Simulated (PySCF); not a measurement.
Species: C6H11ClOSi.
Z-matrix (Å and degrees, PBE0-D3(BJ)/def2-SVP geometry), rows numbered from 1:
```
C 
C   1  1.3316
C   2  1.4972  1  124.60
C   3  1.5406  2  111.25  1  -105.49
Si  4  1.8731  3  109.25  2  -175.24
Cl  5  2.0851  4  107.68  3   -73.89
C   5  1.8730  4  104.24  3    40.58
C   7  1.5317  5  108.83  4   -39.64
O   8  1.4043  7  113.09  5    54.70
H   1  1.0929  2  121.49  3   177.82
H   1  1.0951  2  121.47  3    -2.05
H   2  1.0968  1  120.73  3  -178.42
H   3  1.1098  2  108.82  1    13.92
H   4  1.1010  3  110.36  2    61.41
H   4  1.1044  3  108.94  2   -56.42
H   5  1.4898  4  114.51  3   166.56
H   7  1.1018  5  111.54  4  -162.09
H   7  1.1038  5  108.60  4    79.57
H   8  1.1091  7  109.66  5   -68.78
H   8  1.1009  7  110.50  5   173.34
```

Method used: PySCF 2.14.0, PBE0-D3(BJ)/def2-SVP geometry optimisation, gas phase.

Take the most abundant isotopes and a rigid rotor. The values belong to one conformer with, in the numbering `[CH2:1]=[CH:2][C@@H:3]1[CH2:4][Si@@H:5]([Cl:6])[CH2:7][CH2:8][O:9]1`, C1–C2–C3–C4 -105°, C2–C3–C4–Si5 -175°, C3–C4–Si5–Cl6 -74°, C4–Si5–C7–C8 -40°, Si5–C7–C8–O9 55°.

(1) Give the principal moments of inertia and the rotational constants in MHz.

(2) Classify the top.

(3) What does the inertial defect say?

(4) Give the other two planar moments, Paa and Pbb, and the rms extents of the mass along the axes.

(5) Where do the levels up to J = 5 lie, in MHz?

(6) Which types of transition are allowed, and where do some lines up to J = 3 fall?

Answers

(1) Ia = 290.42, Ib = 636.32, Ic = 766.24 u·Å²; 505379 MHz·u·Å²/I gives A = 1740, B = 794.2, C = 659.6 MHz.

(2) An asymmetric top. Ray's parameter κ = (2B − A − C)/(A − C) = -0.751; −1 is the prolate and +1 the oblate limit.

(3) Not planar: Δ = Ic − Ia − Ib = -160.49 u·Å². For a rigid frame Δ = −2 Σ m c², so Σ m c² = 80.25 u·Å² lies off the ab plane: 18.89 from hydrogen and 61.36 from heavier atoms. The atom farthest from that plane is 2.05 Å away.

(4) Paa = Σ m a² = (Ib + Ic − Ia)/2 = 556.07 and Pbb = Σ m b² = (Ia + Ic − Ib)/2 = 210.18 u·Å². With the mass M = 162.03 u, the rms extents √(P/M) along a, b and c are 1.85, 1.14, 0.70 Å.

(5) Above 0(0,0):
J = 1: 1(0,1) 1454, 1(1,1) 2400, 1(1,0) 2534
J = 2: 2(0,2) 4348, 2(1,2) 5173, 2(1,1) 5577, 2(2,1) 8414, 2(2,0) 8428
J = 3: 3(0,3) 8657, 3(1,3) 9324, 3(1,2) 10131, 3(2,2) 12776, 3(2,1) 12842, 3(3,1) 17850, 3(3,0) 17851
J = 4: 4(0,4) 14345, 4(1,4) 14845, 4(1,3) 16186, 4(2,3) 18580, 4(2,2) 18773, 4(3,2) 23690, 4(3,1) 23695, 4(4,1) 30761, 4(4,0) 30761
J = 5: 5(0,5) 21379, 5(1,5) 21727, 5(1,4) 23724, 5(2,4) 25820, 5(2,3) 26247, 5(3,3) 30996, 5(3,2) 31019, 5(4,2) 38059, 5(4,1) 38060, 5(5,1) 47151, 5(5,0) 47151

(6) The dipole components are |μa| = 0.12 D, |μb| = 0.63 D, |μc| = 0.82 D. The squared components, which scale the intensities, stand as 0.02 : 0.58 : 1.00 (a : b : c). Some lines, for components of 0.1 D or more:

| type | branch | J(Ka,Kc) | MHz | lower level (cm⁻¹) |
| --- | --- | --- | --- | --- |
| a | Q | 3(1,2) ← 3(1,3) | 807 | 0.311 |
| c | Q | 1(1,1) ← 1(0,1) | 946 | 0.048 |
| b | Q | 1(1,0) ← 1(0,1) | 1081 | 0.048 |
| a | R | 1(0,1) ← 0(0,0) | 1454 | 0.000 |
| b | R | 3(1,2) ← 2(2,1) | 1717 | 0.281 |
| c | R | 1(1,0) ← 0(0,0) | 2534 | 0.000 |
| b | Q | 3(2,1) ← 3(1,2) | 2711 | 0.338 |
| b | Q | 2(2,0) ← 2(1,1) | 2851 | 0.186 |
| a | R | 2(1,1) ← 1(1,0) | 3042 | 0.085 |
| b | Q | 2(2,1) ← 2(1,2) | 3242 | 0.173 |
| b | Q | 3(2,2) ← 3(1,3) | 3452 | 0.311 |
| b | R | 3(0,3) ← 2(1,2) | 3484 | 0.173 |
| a | R | 3(0,3) ← 2(0,2) | 4309 | 0.145 |
| a | R | 3(2,2) ← 2(2,1) | 4361 | 0.281 |
| a | R | 3(2,1) ← 2(2,0) | 4414 | 0.281 |
| b | Q | 3(3,0) ← 3(2,1) | 5009 | 0.428 |
| c | R | 3(1,2) ← 2(0,2) | 5783 | 0.145 |
| b | R | 2(2,1) ← 1(1,0) | 5880 | 0.085 |
| c | R | 3(2,2) ← 2(1,2) | 7603 | 0.173 |
| b | R | 3(2,1) ← 2(1,2) | 7669 | 0.173 |
| b | R | 3(3,1) ← 2(2,0) | 9422 | 0.281 |
| c | R | 3(3,0) ← 2(2,0) | 9423 | 0.281 |
| c | R | 3(3,1) ← 2(2,1) | 9436 | 0.281 |
| b | R | 3(3,0) ← 2(2,1) | 9437 | 0.281 |

Not checked by PBE0-D3(BJ)/def2-SVP frequencies. Zero-point vibration and centrifugal distortion are left out. Quadrupole hyperfine structure (35Cl) is left out.

Hardware: one thread, Arm Neoverse N1 (aarch64), shared host with 64 logical CPUs at a one-minute load of 60. Cost: 5.4 min, 0.90 GiB resident at most. These figures are those of the optimisation.
